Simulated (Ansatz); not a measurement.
The cluster Ag₃Ge₂⁻, relaxed as a singlet with RKS r2SCAN-D4/def2-SVPD in Ansatz, starting from the GFN2-xTB geometry. Force threshold 0.02 eV/Å.

In the def2 sets Ag takes a core potential; there is no spin–orbit coupling. The restricted singlet is unstable towards broken spin symmetry in Hartree–Fock (as tested in another run); at r2SCAN-D4/def2-SVPD this wasn't settled. The relaxation made no stability test and no search for a lower SCF solution. No other spin state of charge -1 was run. Another isomer (singlet) lies 0.14 eV lower at PBE0-D4/def2-TZVPD; other spin states weren't run for this one.

Start:

Cartesian coordinates in Å:
```
Ag 0.9653 -0.2205 -0.5180
Ag 0.9853 2.4480 -0.8086
Ag 0.2924 -2.7408 0.1176
Ge -1.2731 -0.8917 0.8093
Ge -0.9699 1.4050 0.3996
```

| step | energy (eV) | largest force component (eV/Å) | SCF passes |
| --- | --- | --- | --- |
| 1 | -125026.9074 | 0.292 | 21 |
| 2 | -125026.9221 | 0.059 | 22 |
| 3 | -125026.9231 | 0.030 | 24 |
| 4 | -125026.9233 | 0.003 | 24 |

Force components are those of the run's own axes.

End:

```
atom   x (Å)   y (Å)   z (Å)
 Ag1   0.937  -0.215  -0.504
 Ag2   0.993   2.489  -0.817
 Ag3   0.291  -2.784   0.124
 Ge4  -1.267  -0.917   0.807
 Ge5  -0.954   1.427   0.389
```

By distances, no bond broke or formed. The bond that changes most is Ge4–Ge5, from 2.35 to 2.40 Å (atoms count from 1).

No frequencies were taken in this run, so the end may be a saddle point.

Hardware: 4 threads of Arm Neoverse V1 on a shared host. Wall time 22 s.
